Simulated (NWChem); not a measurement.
System: BNH anion

NWChem printed, in part:

```
             Northwest Computational Chemistry Package (NWChem) 7.3.0
             --------------------------------------------------------

 ORDER OF PRIMARY AXIS IS BEING SET TO 4
 C4V symmetry detected

                             Geometry "geometry" -> ""
                             -------------------------

 Output coordinates in angstroms (scale by  1.889725989 to convert to a.u.)

  No.       Tag          Charge          X              Y              Z
 ---- ---------------- ---------- -------------- -------------- --------------
    1 B                    5.0000     0.00000000     0.00000000    -0.58775838
    2 N                    7.0000     0.00000000     0.00000000     0.67464962
    3 H                    1.0000     0.00000000     0.00000000    -1.78375538

 Effective nuclear repulsion energy (a.u.)      18.3903803730

      Symmetry information
      --------------------

 Group name             C4v
 Group number             18
 Group order               8
 No. of unique centers     3

  xc_inp: hfexch multiplicative factor not found.

                                 NWChem DFT Module
                                 -----------------

 Summary of "ao basis" -> "ao basis" (spherical)
 ------------------------------------------------------------------------------
       Tag                 Description            Shells   Functions and Types
 ---------------- ------------------------------  ------  ---------------------
 B                        aug-cc-pvdz                9       23   4s3p2d
 N                        aug-cc-pvdz                9       23   4s3p2d
 H                        aug-cc-pvdz                5        9   3s2p

      Symmetry analysis of basis
      --------------------------

        a1         23
        a2          0
        b1          4
        b2          4
        e          24

            General Information
            -------------------
          SCF calculation type: DFT
          Wavefunction type:  closed shell.
          No. of atoms     :     3
          No. of electrons :    14
           Alpha electrons :     7
            Beta electrons :     7
          Charge           :    -1
          Spin multiplicity:     1
          Use of symmetry is: on ; symmetry adaption is: on
          Maximum number of iterations: 150
          AO basis - number of functions:    55
                     number of shells:    23
          Convergence on energy requested:  1.00D-06
          Convergence on density requested:  1.00D-05
          Convergence on gradient requested:  5.00D-04

              XC Information
              --------------
                     Hartree-Fock (Exact) Exchange  1.000

      Superposition of Atomic Density Guess
      -------------------------------------

 Sum of atomic energies:         -79.33517890

 Renormalizing density from      13.00 to     14

      Non-variational initial energy
      ------------------------------

 Total energy =     -83.532473
 1-e energy   =    -153.419795
 2-e energy   =      51.496942
 HOMO         =       0.075547
 LUMO         =       0.174374

      Symmetry analysis of molecular orbitals - initial
      -------------------------------------------------

 !! scf_movecs_sym_adapt:    8 vectors were symmetry contaminated

  Symmetry fudging

 !! scf_movecs_sym_adapt:    8 vectors were symmetry contaminated

  Numbering of irreducible representations:

     1 a1          2 a2          3 b1          4 b2          5 e

  Orbital symmetries:

     1 a1          2 a1          3 a1          4 a1          5 a1
     6 e           7 e           8 a1          9 e          10 e
    11 a1         12 a1         13 a1         14 e          15 e
    16 e          17 e

     ---------------------------------------------
      Total Density - Mulliken Population Analysis
     ---------------------------------------------

    Atom       Charge   Shell Charges
 -----------   ------   -------------------------------------------------------
    1 B    5     5.25   2.01  0.64  0.61 -0.19  1.14  0.71  0.22  0.05  0.05
    2 N    7     7.74   2.01  0.74  0.88  0.16  1.78  1.65  0.51  0.01 -0.01
    3 H    1     1.02   0.71  0.05  0.20  0.01  0.04

 !! scf_movecs_sym_adapt:    8 vectors were symmetry contaminated

  Symmetry fudging

 !! scf_movecs_sym_adapt:    8 vectors were symmetry contaminated

   convergence    iter        energy       DeltaE   RMS-Dens  Diis-err
 ---------------- ----- ----------------- --------- --------- ---------
 d= 0,ls=0.0,diis     1    -79.5637533038 -9.80D+01  2.48D-02  7.25D-01

 !! scf_movecs_sym_adapt:    8 vectors were symmetry contaminated

  Symmetry fudging

 !! scf_movecs_sym_adapt:    6 vectors were symmetry contaminated

 d= 0,ls=0.0,diis     2    -79.6480600744 -8.43D-02  5.60D-03  3.19D-01

 !! scf_movecs_sym_adapt:    8 vectors were symmetry contaminated

  Symmetry fudging

 !! scf_movecs_sym_adapt:    8 vectors were symmetry contaminated

 d= 0,ls=0.0,diis     3    -79.6843093829 -3.62D-02  3.13D-03  2.13D-02

 !! scf_movecs_sym_adapt:    8 vectors were symmetry contaminated

  Symmetry fudging

 !! scf_movecs_sym_adapt:    8 vectors were symmetry contaminated

 d= 0,ls=0.0,diis     4    -79.6874234309 -3.11D-03  2.00D-03  1.36D-03

 !! scf_movecs_sym_adapt:    8 vectors were symmetry contaminated

  Symmetry fudging

 !! scf_movecs_sym_adapt:    8 vectors were symmetry contaminated

 d= 0,ls=0.0,diis     5    -79.6879500381 -5.27D-04  5.20D-04  1.23D-04

 !! scf_movecs_sym_adapt:    8 vectors were symmetry contaminated

  Symmetry fudging

 !! scf_movecs_sym_adapt:    8 vectors were symmetry contaminated

  Resetting Diis
 d= 0,ls=0.0,diis     6    -79.6879886973 -3.87D-05  9.93D-05  5.44D-06

 !! scf_movecs_sym_adapt:    8 vectors were symmetry contaminated

  Symmetry fudging

 !! scf_movecs_sym_adapt:    8 vectors were symmetry contaminated

 d= 0,ls=0.0,diis     7    -79.6879905594 -1.86D-06  1.16D-05  2.11D-07

[...]
```

Level: Hartree-Fock/aug-cc-pVDZ. The geometry was optimised at B3LYP/def2-SVPD.

Write an input that gives this output.

Several could match; the one computed here: the input that was run:
```
start job
memory heap 200 mb stack 700 mb global 900 mb
charge -1
geometry units angstroms noautoz
  B      0.000000     0.000000    -0.593351
  N      0.000000     0.000000     0.669057
  H      0.000000     0.000000    -1.789348
end
basis spherical
  B library aug-cc-pvdz
  N library aug-cc-pvdz
  H library aug-cc-pvdz
end
dft
  xc hfexch
  iterations 150
  mulliken
end
task dft energy
```
